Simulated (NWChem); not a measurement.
Species: CH4OSi, singlet; SMILES C[Si]O

```xyz
7

Si     0.6692     0.1171     0.0007
C     -0.4345    -1.4432     0.0013
H     -0.2457    -2.0273    -0.9276
H     -1.5163    -1.2067     0.0676
H     -0.1482    -2.1122     0.8427
O     -0.5786     1.2730     0.0007
H     -0.2221     2.1817    -0.0053
```
Atoms are numbered in this order, from 1.

Program: NWChem. Low-valent species are run as closed-shell singlets; no triplet was tried in these runs. Coordinates come from a PBE-D3(BJ)/def2-SVP optimisation. Vertical excitations in the gas phase; the lowest state need not have the same character in each row.

For level PBE/def2-SVPD, TDA:

| Property | Value |
|---|---|
| lowest excitation, singlet (eV) | 3.45 |
| oscillator strength of that lowest state | 0.044 |
| orbital gap (eV) | 2.69 |

Task: Estimate the same quantities for level BHandHLYP/def2-SVPD, TDA.

Result: 
* **lowest excitation, singlet (eV)**: 3.69
* **oscillator strength of that lowest state**: 0.062
* **orbital gap (eV)**: 6.57
